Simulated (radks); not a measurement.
Results of a calculation; reference values are marked as such.
All-electron atom: Pt13+ in [Kr] 4d10 4f14 5s2 5p3 (the NIST ground configuration).

Level of theory: scalar-relativistic Kohn-Sham, LDA (Slater exchange, VWN5 correlation), spin-polarised, spherical densities, finite nucleus; open shells are filled with parallel spins first (spin-orbit coupling, left out, can overturn this in heavy ions); Fermi nuclear charge, rms radius 5.427 fm (a radial shooting solver on a logarithmic mesh with Libxc functionals).

Energy parts (hartree):
part                       energy
total                 -18346.0405
kinetic                20450.9413
electron-nucleus      -44983.5874
Hartree                 6521.4329
exchange-correlation    -334.8273

Orbitals (lengths in bohr, moments of r in powers of bohr; r(max) is where P^2 peaks):
| orbital | occ. | eigenvalue (hartree) | r(max) |
|---|---|---|---|
| 1s up | 1 | -2888.167 | 0.01063 |
| 1s down | 1 | -2888.147 | 0.01063 |
| 2s up | 1 | -515.1942 | 0.06127 |
| 2s down | 1 | -515.1827 | 0.06127 |
| 2p up | 3 | -448.0945 | 0.05059 |
| 2p down | 3 | -448.0787 | 0.05059 |
| 3s up | 1 | -128.0268 | 0.1727 |
| 3s down | 1 | -128.0142 | 0.1727 |
| 3p up | 3 | -108.4739 | 0.1718 |
| 3p down | 3 | -108.4599 | 0.1718 |
| 3d up | 5 | -87.20448 | 0.1397 |
| 3d down | 5 | -87.19095 | 0.1397 |
| 4s up | 1 | -34.62657 | 0.3897 |
| 4s down | 1 | -34.60365 | 0.3897 |
| 4p up | 3 | -28.19757 | 0.4097 |
| 4p down | 3 | -28.17188 | 0.4097 |
| 4d up | 5 | -20.37463 | 0.4174 |
| 4d down | 5 | -20.34328 | 0.4173 |
| 4f up | 7 | -11.64208 | 0.3820 |
| 4f down | 7 | -11.59883 | 0.3816 |
| 5s up | 1 | -12.34113 | 0.8449 |
| 5s down | 1 | -12.18761 | 0.8419 |
| 5p up | 3 | -10.40430 | 0.9261 |
| 5p down | 0 | -10.24160 | 0.9233 |

The highest occupied level is 5p up at -283.12 eV. Spin moment in Bohr magnetons: 3. The spin density at the nucleus is -23.87 e/bohr^3 (1s -6.62, 2s 1.50, 3s 1.61, 4s -1.37, 5s -18.99).
